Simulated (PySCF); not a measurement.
3-chloro-1H-silole (C₄H₅ClSi), SMILES C1[SiH2]C=C(Cl)C=1.

The structure is a stationary point at B3LYP-D3(BJ)/def2-SVP.

Vertical ionisation energy (IE) and electron affinity (EA) in eV. Rows of orbital energies are one-electron estimates. Where ΔSCF, EOM or ADC give a negative EA the extra electron is unbound and the value depends on the basis.

| level | IE | EA |
|---|---|---|
| −ε(HOMO), −ε(LUMO), CAM-B3LYP/def2-TZVP (PySCF) | 8.23 | 0.70 |
| −ε(HOMO), −ε(LUMO), PBE/def2-TZVP (PySCF) | 5.96 | 2.72 |
